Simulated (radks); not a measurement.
Results of a calculation; reference values are marked as such.
Q: The silicon ion Si4+ is in [Ne]. Code: a radial shooting solver on a logarithmic mesh with Libxc functionals. Model: scalar-relativistic Kohn-Sham, PBEsol, spin-polarised, spherical densities, finite nucleus; Fermi nuclear charge, rms radius of each element as measured or else 0.836 A^(1/3) + 0.57 fm. Open shells are filled with parallel spins first. One electron is removed from 2p, 1s, 2s in turn, with full relaxation. Which removal costs least, and what does each cost?

A: 2p 166.91 eV; 2s 209.42 eV; 1s 1903.8 eV. The 2p electron leaves first.
